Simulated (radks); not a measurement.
Results of a calculation; reference values are marked as such.
Neutral mercury, configuration [Hg]. Code: a radial shooting solver on a logarithmic mesh with Libxc functionals. Model: scalar-relativistic Kohn-Sham, LDA (Slater exchange, Perdew-Wang correlation), spin-polarised, spherical densities, finite nucleus; Fermi nuclear charge, rms radius 5.4648 fm.

Local quantities along the radius. ELF = 1/(1 + alpha^2) is the electron localisation function; alpha = (tau - tau_W)/tau_unif compares the Pauli kinetic energy density with that of the uniform gas (summed over spins). tau is taken from the large components.

```
   r/bohr * ELF (the largest magnitude, 0.999, reaches the edge; | marks zero)
 0.001338 |                                                      *
 0.001814 |                                                      *
 0.002458 |                                                      *
 0.003332 |                                                      *
 0.004516 |                                                      *
  0.00612 |                                                      *
 0.008228 |                                                     *
  0.01115 |                                                 *
  0.01511 |                                    *
  0.02048 |                    *
  0.02776 |                   *
  0.03762 |                                 *
  0.05099 |                                        *
   0.0691 |                             *
  0.09365 |                  *
   0.1269 |                                 *
    0.172 |                                     *
   0.2331 |                *
   0.3159 |                            *
   0.4282 |                                      *
   0.5803 |                       *
   0.7865 |                    *
    1.057 |                                  *
    1.433 |                             *
    1.942 |                     *
    2.632 |                   *
    3.567 |                 *
    4.835 |           *
    6.552 |  *
     8.88 *
```

On this mesh the ELF has minima near r = 0.024, 0.094, 0.23, 0.68 bohr, which separate the shells, and maxima near 0.051 (0.74), 0.15 (0.71), 0.43 (0.71), 1.1 (0.64).
